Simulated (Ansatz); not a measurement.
Molecular dynamics of H2NSiTe, charge -1

input.yaml

```yaml
crystal:
  periodic: [false, false, false]
  atoms:
    - { symbol: "N", position_ang: [0.977907, -1.119165, 0.253399] }
    - { symbol: Si, position_ang: [0.102516, 0.216012, -0.278486] }
    - { symbol: Te, position_ang: [-0.844786, -1.039275, 1.616916] }
    - { symbol: H, position_ang: [-0.717224, 0.275199, -1.556526] }
    - { symbol: H, position_ang: [0.481596, 1.66723, -0.035303] }
total_charge: -1
basis:
  gaussian: { orbitals: def2-SVP }
hamiltonian:
  xc: pbe0
md:
  timestep: 0.5
  n_steps: 150
  ensemble: nve
  temperature: 500.0
  initial_velocities: maxwell_boltzmann
  seed: 83823
scf:
  lower_state_search: "off"
```

Launched with:

```bash
$ ansatz run input.yaml --threads 1 --pin off --max-ram 2048MiB --backend cpu --events-out ev --progress --plain --runs-dir out
```

It starts from a relaxed structure.

Output, in part (one step line in 2, the closing report, with atoms numbered from 0):

```
md step     0: t =     0.00 fs  T =   500.0 K  F+E_penalty+E_count = -16684.32671282 eV  E_kin = 0.193890 eV  conserved = -16684.13282283 eV  (14 SCF iters)
md step     2: t =     1.00 fs  T =   492.1 K  F+E_penalty+E_count = -16684.32361130 eV  E_kin = 0.190811 eV  conserved = -16684.13280006 eV  (16 SCF iters)
md step     4: t =     2.00 fs  T =   470.8 K  F+E_penalty+E_count = -16684.31532289 eV  E_kin = 0.182572 eV  conserved = -16684.13275054 eV  (16 SCF iters)
md step     6: t =     3.00 fs  T =   443.7 K  F+E_penalty+E_count = -16684.30476044 eV  E_kin = 0.172057 eV  conserved = -16684.13270359 eV  (16 SCF iters)
md step     8: t =     4.00 fs  T =   417.8 K  F+E_penalty+E_count = -16684.29470212 eV  E_kin = 0.162014 eV  conserved = -16684.13268855 eV  (16 SCF iters)
md step    10: t =     5.00 fs  T =   395.5 K  F+E_penalty+E_count = -16684.28607256 eV  E_kin = 0.153363 eV  conserved = -16684.13270955 eV  (17 SCF iters)
md step    12: t =     6.00 fs  T =   373.8 K  F+E_penalty+E_count = -16684.27769295 eV  E_kin = 0.144950 eV  conserved = -16684.13274247 eV  (17 SCF iters)
md step    14: t =     7.00 fs  T =   347.9 K  F+E_penalty+E_count = -16684.26765485 eV  E_kin = 0.134896 eV  conserved = -16684.13275864 eV  (17 SCF iters)
md step    16: t =     8.00 fs  T =   315.4 K  F+E_penalty+E_count = -16684.25503543 eV  E_kin = 0.122290 eV  conserved = -16684.13274508 eV  (16 SCF iters)
md step    18: t =     9.00 fs  T =   278.4 K  F+E_penalty+E_count = -16684.24065295 eV  E_kin = 0.107942 eV  conserved = -16684.13271049 eV  (16 SCF iters)
md step    20: t =    10.00 fs  T =   242.2 K  F+E_penalty+E_count = -16684.22660599 eV  E_kin = 0.093933 eV  conserved = -16684.13267330 eV  (16 SCF iters)
md step    22: t =    11.00 fs  T =   212.9 K  F+E_penalty+E_count = -16684.21519164 eV  E_kin = 0.082542 eV  conserved = -16684.13264971 eV  (16 SCF iters)
md step    24: t =    12.00 fs  T =   194.0 K  F+E_penalty+E_count = -16684.20788168 eV  E_kin = 0.075233 eV  conserved = -16684.13264890 eV  (17 SCF iters)
md step    26: t =    13.00 fs  T =   185.8 K  F+E_penalty+E_count = -16684.20472728 eV  E_kin = 0.072056 eV  conserved = -16684.13267155 eV  (16 SCF iters)
md step    28: t =    14.00 fs  T =   184.6 K  F+E_penalty+E_count = -16684.20430624 eV  E_kin = 0.071596 eV  conserved = -16684.13271039 eV  (16 SCF iters)
md step    30: t =    15.00 fs  T =   184.3 K  F+E_penalty+E_count = -16684.20421659 eV  E_kin = 0.071466 eV  conserved = -16684.13275036 eV  (16 SCF iters)
md step    32: t =    16.00 fs  T =   178.7 K  F+E_penalty+E_count = -16684.20205117 eV  E_kin = 0.069280 eV  conserved = -16684.13277158 eV  (16 SCF iters)
md step    34: t =    17.00 fs  T =   164.6 K  F+E_penalty+E_count = -16684.19659474 eV  E_kin = 0.063835 eV  conserved = -16684.13275947 eV  (16 SCF iters)
md step    36: t =    18.00 fs  T =   144.2 K  F+E_penalty+E_count = -16684.18865269 eV  E_kin = 0.055934 eV  conserved = -16684.13271831 eV  (17 SCF iters)
md step    38: t =    19.00 fs  T =   124.0 K  F+E_penalty+E_count = -16684.18077145 eV  E_kin = 0.048098 eV  conserved = -16684.13267348 eV  (17 SCF iters)
md step    40: t =    20.00 fs  T =   110.9 K  F+E_penalty+E_count = -16684.17566022 eV  E_kin = 0.043003 eV  conserved = -16684.13265760 eV  (16 SCF iters)
md step    42: t =    21.00 fs  T =   107.3 K  F+E_penalty+E_count = -16684.17427255 eV  E_kin = 0.041590 eV  conserved = -16684.13268239 eV  (16 SCF iters)
md step    44: t =    22.00 fs  T =   109.3 K  F+E_penalty+E_count = -16684.17512903 eV  E_kin = 0.042401 eV  conserved = -16684.13272777 eV  (15 SCF iters)
md step    46: t =    23.00 fs  T =   110.2 K  F+E_penalty+E_count = -16684.17549183 eV  E_kin = 0.042731 eV  conserved = -16684.13276071 eV  (16 SCF iters)
md step    48: t =    24.00 fs  T =   104.6 K  F+E_penalty+E_count = -16684.17333678 eV  E_kin = 0.040576 eV  conserved = -16684.13276085 eV  (16 SCF iters)
md step    50: t =    25.00 fs  T =    92.4 K  F+E_penalty+E_count = -16684.16857736 eV  E_kin = 0.035846 eV  conserved = -16684.13273168 eV  (16 SCF iters)
md step    52: t =    26.00 fs  T =    78.0 K  F+E_penalty+E_count = -16684.16292565 eV  E_kin = 0.030234 eV  conserved = -16684.13269122 eV  (16 SCF iters)
md step    54: t =    27.00 fs  T =    67.6 K  F+E_penalty+E_count = -16684.15885450 eV  E_kin = 0.026196 eV  conserved = -16684.13265810 eV  (17 SCF iters)
md step    56: t =    28.00 fs  T =    66.5 K  F+E_penalty+E_count = -16684.15842496 eV  E_kin = 0.025780 eV  conserved = -16684.13264482 eV  (16 SCF iters)
md step    58: t =    29.00 fs  T =    76.9 K  F+E_penalty+E_count = -16684.16246936 eV  E_kin = 0.029814 eV  conserved = -16684.13265572 eV  (17 SCF iters)
md step    60: t =    30.00 fs  T =    97.0 K  F+E_penalty+E_count = -16684.17030183 eV  E_kin = 0.037615 eV  conserved = -16684.13268689 eV  (17 SCF iters)
md step    62: t =    31.00 fs  T =   121.8 K  F+E_penalty+E_count = -16684.17997632 eV  E_kin = 0.047250 eV  conserved = -16684.13272646 eV  (16 SCF iters)
md step    64: t =    32.00 fs  T =   145.2 K  F+E_penalty+E_count = -16684.18906074 eV  E_kin = 0.056304 eV  conserved = -16684.13275648 eV  (16 SCF iters)
md step    66: t =    33.00 fs  T =   162.5 K  F+E_penalty+E_count = -16684.19576864 eV  E_kin = 0.063010 eV  conserved = -16684.13275909 eV  (16 SCF iters)
md step    68: t =    34.00 fs  T =   173.5 K  F+E_penalty+E_count = -16684.19999668 eV  E_kin = 0.067267 eV  conserved = -16684.13272959 eV  (16 SCF iters)
md step    70: t =    35.00 fs  T =   182.7 K  F+E_penalty+E_count = -16684.20353390 eV  E_kin = 0.070847 eV  conserved = -16684.13268677 eV  (16 SCF iters)
md step    72: t =    36.00 fs  T =   196.7 K  F+E_penalty+E_count = -16684.20894833 eV  E_kin = 0.076286 eV  conserved = -16684.13266242 eV  (16 SCF iters)
md step    74: t =    37.00 fs  T =   219.2 K  F+E_penalty+E_count = -16684.21768905 eV  E_kin = 0.085012 eV  conserved = -16684.13267707 eV  (16 SCF iters)
md step    76: t =    38.00 fs  T =   248.0 K  F+E_penalty+E_count = -16684.22889836 eV  E_kin = 0.096178 eV  conserved = -16684.13272002 eV  (16 SCF iters)
md step    78: t =    39.00 fs  T =   276.6 K  F+E_penalty+E_count = -16684.24002361 eV  E_kin = 0.107264 eV  conserved = -16684.13275954 eV  (16 SCF iters)
md step    80: t =    40.00 fs  T =   298.9 K  F+E_penalty+E_count = -16684.24867215 eV  E_kin = 0.115901 eV  conserved = -16684.13277087 eV  (16 SCF iters)
md step    82: t =    41.00 fs  T =   313.0 K  F+E_penalty+E_count = -16684.25413236 eV  E_kin = 0.121382 eV  conserved = -16684.13275057 eV  (16 SCF iters)
md step    84: t =    42.00 fs  T =   322.0 K  F+E_penalty+E_count = -16684.25758284 eV  E_kin = 0.124868 eV  conserved = -16684.13271442 eV  (15 SCF iters)
md step    86: t =    43.00 fs  T =   331.4 K  F+E_penalty+E_count = -16684.26119246 eV  E_kin = 0.128510 eV  conserved = -16684.13268271 eV  (16 SCF iters)
md step    88: t =    44.00 fs  T =   346.1 K  F+E_penalty+E_count = -16684.26689505 eV  E_kin = 0.134225 eV  conserved = -16684.13267000 eV  (16 SCF iters)
md step    90: t =    45.00 fs  T =   368.2 K  F+E_penalty+E_count = -16684.27545909 eV  E_kin = 0.142777 eV  conserved = -16684.13268200 eV  (16 SCF iters)
md step    92: t =    46.00 fs  T =   395.6 K  F+E_penalty+E_count = -16684.28611025 eV  E_kin = 0.153395 eV  conserved = -16684.13271544 eV  (16 SCF iters)
md step    94: t =    47.00 fs  T =   422.9 K  F+E_penalty+E_count = -16684.29675147 eV  E_kin = 0.163993 eV  conserved = -16684.13275860 eV  (16 SCF iters)
md step    96: t =    48.00 fs  T =   443.4 K  F+E_penalty+E_count = -16684.30474148 eV  E_kin = 0.171949 eV  conserved = -16684.13279234 eV  (16 SCF iters)
md step    98: t =    49.00 fs  T =   452.0 K  F+E_penalty+E_count = -16684.30806922 eV  E_kin = 0.175271 eV  conserved = -16684.13279840 eV  (16 SCF iters)
md step   100: t =    50.00 fs  T =   447.9 K  F+E_penalty+E_count = -16684.30645757 eV  E_kin = 0.173687 eV  conserved = -16684.13277052 eV  (16 SCF iters)
md step   102: t =    51.00 fs  T =   435.6 K  F+E_penalty+E_count = -16684.30164907 eV  E_kin = 0.168922 eV  conserved = -16684.13272657 eV  (16 SCF iters)
md step   104: t =    52.00 fs  T =   422.0 K  F+E_penalty+E_count = -16684.29633610 eV  E_kin = 0.163638 eV  conserved = -16684.13269844 eV  (16 SCF iters)
md step   106: t =    53.00 fs  T =   411.4 K  F+E_penalty+E_count = -16684.29224088 eV  E_kin = 0.159533 eV  conserved = -16684.13270773 eV  (16 SCF iters)
md step   108: t =    54.00 fs  T =   402.6 K  F+E_penalty+E_count = -16684.28884676 eV  E_kin = 0.156101 eV  conserved = -16684.13274549 eV  (16 SCF iters)
md step   110: t =    55.00 fs  T =   389.8 K  F+E_penalty+E_count = -16684.28391934 eV  E_kin = 0.151139 eV  conserved = -16684.13278071 eV  (16 SCF iters)
md step   112: t =    56.00 fs  T =   367.5 K  F+E_penalty+E_count = -16684.27531542 eV  E_kin = 0.142527 eV  conserved = -16684.13278860 eV  (16 SCF iters)
md step   114: t =    57.00 fs  T =   334.6 K  F+E_penalty+E_count = -16684.26251701 eV  E_kin = 0.129752 eV  conserved = -16684.13276487 eV  (16 SCF iters)
md step   116: t =    58.00 fs  T =   294.4 K  F+E_penalty+E_count = -16684.24689818 eV  E_kin = 0.114174 eV  conserved = -16684.13272415 eV  (16 SCF iters)
md step   118: t =    59.00 fs  T =   253.3 K  F+E_penalty+E_count = -16684.23090649 eV  E_kin = 0.098221 eV  conserved = -16684.13268548 eV  (16 SCF iters)
md step   120: t =    60.00 fs  T =   217.3 K  F+E_penalty+E_count = -16684.21692389 eV  E_kin = 0.084262 eV  conserved = -16684.13266225 eV  (16 SCF iters)
md step   122: t =    61.00 fs  T =   190.2 K  F+E_penalty+E_count = -16684.20640037 eV  E_kin = 0.073740 eV  conserved = -16684.13266013 eV  (16 SCF iters)
md step   124: t =    62.00 fs  T =   172.3 K  F+E_penalty+E_count = -16684.19947367 eV  E_kin = 0.066796 eV  conserved = -16684.13267748 eV  (15 SCF iters)
md step   126: t =    63.00 fs  T =   160.8 K  F+E_penalty+E_count = -16684.19507104 eV  E_kin = 0.062365 eV  conserved = -16684.13270619 eV  (15 SCF iters)
md step   128: t =    64.00 fs  T =   151.4 K  F+E_penalty+E_count = -16684.19144050 eV  E_kin = 0.058708 eV  conserved = -16684.13273268 eV  (15 SCF iters)
md step   130: t =    65.00 fs  T =   140.0 K  F+E_penalty+E_count = -16684.18702176 eV  E_kin = 0.054281 eV  conserved = -16684.13274096 eV  (15 SCF iters)
md step   132: t =    66.00 fs  T =   125.5 K  F+E_penalty+E_count = -16684.18138555 eV  E_kin = 0.048663 eV  conserved = -16684.13272256 eV  (15 SCF iters)
md step   134: t =    67.00 fs  T =   110.9 K  F+E_penalty+E_count = -16684.17567941 eV  E_kin = 0.042992 eV  conserved = -16684.13268769 eV  (15 SCF iters)
md step   136: t =    68.00 fs  T =   101.5 K  F+E_penalty+E_count = -16684.17201756 eV  E_kin = 0.039356 eV  conserved = -16684.13266129 eV  (15 SCF iters)
md step   138: t =    69.00 fs  T =   101.3 K  F+E_penalty+E_count = -16684.17196109 eV  E_kin = 0.039295 eV  conserved = -16684.13266616 eV  (15 SCF iters)
md step   140: t =    70.00 fs  T =   109.6 K  F+E_penalty+E_count = -16684.17520735 eV  E_kin = 0.042507 eV  conserved = -16684.13270055 eV  (15 SCF iters)
md step   142: t =    71.00 fs  T =   121.1 K  F+E_penalty+E_count = -16684.17969211 eV  E_kin = 0.046953 eV  conserved = -16684.13273948 eV  (15 SCF iters)
md step   144: t =    72.00 fs  T =   129.7 K  F+E_penalty+E_count = -16684.18305063 eV  E_kin = 0.050293 eV  conserved = -16684.13275738 eV  (16 SCF iters)
md step   146: t =    73.00 fs  T =   132.6 K  F+E_penalty+E_count = -16684.18416704 eV  E_kin = 0.051422 eV  conserved = -16684.13274550 eV  (15 SCF iters)
md step   148: t =    74.00 fs  T =   131.5 K  F+E_penalty+E_count = -16684.18369495 eV  E_kin = 0.050980 eV  conserved = -16684.13271480 eV  (15 SCF iters)
md step   150: t =    75.00 fs  T =   131.0 K  F+E_penalty+E_count = -16684.18346639 eV  E_kin = 0.050784 eV  conserved = -16684.13268245 eV  (15 SCF iters)
Total energy: -16684.18348936 eV, -613.1324342884 hartree
Atom 0 at     0.891336    -1.146228     0.312044 Å, force     1.019605    -0.110625    -0.432085 eV/Å
Atom 1 at     0.079647     0.202347    -0.254434 Å, force     0.190334     0.811115    -0.439923 eV/Å
Atom 2 at    -0.830656    -1.033187     1.604368 Å, force    -1.178100    -0.422421     1.037003 eV/Å
Atom 3 at    -0.422776     0.255400    -1.692557 Å, force    -0.101866     0.109428     0.170451 eV/Å
Atom 4 at     0.238613     1.673172     0.204040 Å, force     0.070026    -0.387496    -0.335446 eV/Å
Dipole moment:    -0.495087     0.120398     0.257562 e Å
```

All steps were run. The conserved energy stayed within 0.036 meV per atom of its start (net change 0.028 meV per atom), so the integration is sound. The temperature averaged 0.54 of the 500 K drawn at the start: a run that starts near a minimum puts about half its kinetic energy into the potential. A run of 0.075 ps of so small a system gives no equilibrium averages. Limits of this set-up: an anion without diffuse functions, the dipole of an ion depends on the origin.

The same pairs are bonded in the first frame and the last. Pairs count as bonded within 1.25 times the sum of covalent radii (0.12 Å more for H–H).

Last frame:

```xyz
5
Properties=species:S:1:pos:R:3
N 0.891 -1.146 0.312
Si 0.080 0.202 -0.254
Te -0.831 -1.033 1.604
H -0.423 0.255 -1.693
H 0.239 1.673 0.204
```

Time of the run: 5.6 min on 1 thread of Intel(R) Xeon(R) Platinum 8259CL CPU @ 2.50GHz (Skylake/Cascade Lake), on a shared host, peak memory 0.14 GiB.
